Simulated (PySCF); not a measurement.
# TDDFT excited states: C6H13GeNO

Species: C6H13GeNO.
Numbering: `[O:1]=[CH:2][NH:3][GeH:4]1[CH2:5][CH2:6][CH2:7][CH2:8][CH2:9]1` (hydrogens: H10 on C2; H11 on N3; H12 on Ge4; H13, H14 on C5; H15, H16 on C6; H17, H18 on C7; H19, H20 on C8; H21, H22 on C9)

Theory: TDDFT PBE0/def2-SVPD, vertical, gas phase, core orbitals frozen in the response (PySCF). The structure is a single PBE0-D3(BJ)/def2-SVP conformer in the gas phase; no vibrational or solvent corrections. The PBE0/def2-SVPD calculation is non-relativistic and has no spin–orbit coupling, an omission that weighs most on germanium.

```tsv
state	E (eV)	λ (nm)	f	main configurations (H = HOMO, L = LUMO)
S1	5.63	220.3	0.0005	H→L+1 (34%), H→L (22%), H-1→L+1 (19%)
S2	6.71	184.8	0.023	H→L+1 (56%), H-1→L+1 (19%), H→L (9%)
S3	6.74	183.9	0.027	H-1→L (67%), H→L (13%)
S4	6.96	178.1	0.017	H→L (43%), H-1→L+1 (32%), H-2→L (9%)
S5	7.18	172.7	0.030	H-2→L (26%), H-2→L+1 (22%), H-1→L+2 (20%)
S6	7.29	170.1	0.015	H-2→L (33%), H→L+2 (25%), H-1→L+2 (23%)
S7	7.31	169.5	0.012	H-2→L+1 (40%), H-1→L+2 (19%), H→L+2 (15%)
S8	7.46	166.2	0.058	H→L+2 (31%), H-2→L+1 (21%), H-2→L (14%)
S9	7.57	163.8	0.018	H→L+5 (17%), H-1→L+5 (15%), H→L+4 (14%)
S10	7.60	163.2	0.0041	H→L+3 (38%), H→L+4 (28%), H-1→L+3 (16%)
```

Triplets (Tamm–Dancoff): T1 5.11 eV, H→L+1 (32%), H→L (22%), H-1→L+1 (20%); T2 5.32 eV, H-1→L+1 (23%), H-2→L+1 (15%), H-1→L (14%); T3 6.55 eV, H-1→L (20%), H→L+1 (19%), H-1→L+1 (18%); T4 6.68 eV, H→L+1 (20%), H→L (18%), H-1→L (18%).

The lowest singlet comes at 220 nm (543 kJ/mol) in the ultraviolet; it is very weak; its leading configuration is HOMO→LUMO+1 (34%). The most intense listed level is S8 at 7.46 eV (166 nm, f = 0.058), 1.83 eV above S1. Löwdin shares by element: HOMO oxygen 46%, carbon 19% or more, nitrogen 12% (atoms not listed hold the other 23%); LUMO carbon 16% or more, germanium 12%, oxygen 9%, nitrogen 7% (atoms not listed hold the other 56%). Weighted by f, the mean energy of these states is 7.18 eV. Of the 10 states listed, 8 reach f = 0.01 and none stays under 0.0005. The listed states span 1.97 eV, and the widest gap between neighbours is 1.08 eV (S1 to S2). The vertical ionisation energy (ΔSCF) is 9.13 eV, 1.53 eV above S10. The window holds the lowest 10 singlets.

The run took 15 min wall on one thread of an Arm Neoverse V2, no GPU, shared host, and the process peaked at 1.5 GiB of memory.
